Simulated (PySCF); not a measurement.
# Te (tellurium, neutral): UHF calculation

Configuration: [Kr] 4d10 5s2 5p3 5d1, high-spin 5D determinant (an excited configuration). Computed with PySCF 2.14 in aug-cc-pwCVTZ-PP with ECP28MDF, with scalar relativity through the core potential.

```json
{
 "Total energy": "-266.774572 hartree",
 "One-electron energy": "-464.1821 hartree",
 "Hartree (Coulomb) energy": "217.1409 hartree",
 "Exchange energy": "-19.7333 hartree",
 "⟨S²⟩": "6.0022",
 "⟨L²⟩": "6.041",
 "Sum of ⟨r⟩": "32.64 bohr",
 "Sum of ⟨r²⟩": "71.52 bohr²",
 "Traceless quadrupole moment −½Σ⟨3z² − r²⟩ along its main axis": "6.42 e·bohr²"
}
```

```csv
shell,electrons,mean orbital energy (hartree),spread (hartree),"rms radius, mean of both spins (bohr)"
4s α,1,-7.24668,0,0.820
4s β,1,-7.22550,0,0.820
4p α,3,-5.21179,0.00075,0.882
4p β,3,-5.19046,0.00286,0.882
4d α,5,-2.06545,0.00569,1.04
4d β,5,-2.04747,0.00391,1.04
5s α,1,-0.94222,0,2.23
5s β,1,-0.67973,0,2.23
5p α,3,-0.48120,0.00436,2.73
5d α,1,-0.05794,0,4.73
```

Energies and moments cover only the electrons outside the core potential. The outer electron is Rydberg-like, and this basis confines it to a smaller radius and binds it less than a complete one would.
